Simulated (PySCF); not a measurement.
CBr2F2, SMILES FC(F)(Br)Br.

Geometry optimised at PBE0-D3(BJ)/def2-SVP.

All values below come from PBE/def2-TZVP run with PySCF.

The molecule is in vacuum.

| Quantity | Result |
|---|---|
| total energy | -5385.19643 hartree |
| point group | C2v |
| highest occupied level | -7.24 eV |
| lowest empty level | -2.64 eV |
| orbital gap | 4.60 eV |
| dipole moment | 0.050 e·Å |
| quadrupole, principal values (traceless, Buckingham form, about the centre of nuclear charge) | -2.10, -0.32, 2.41 D·Å |
| mean static polarisability | 54.1 bohr³ (8.02 Å³) |
| polarisability, principal values | 41.9, 49.1, 71.4 bohr³ |
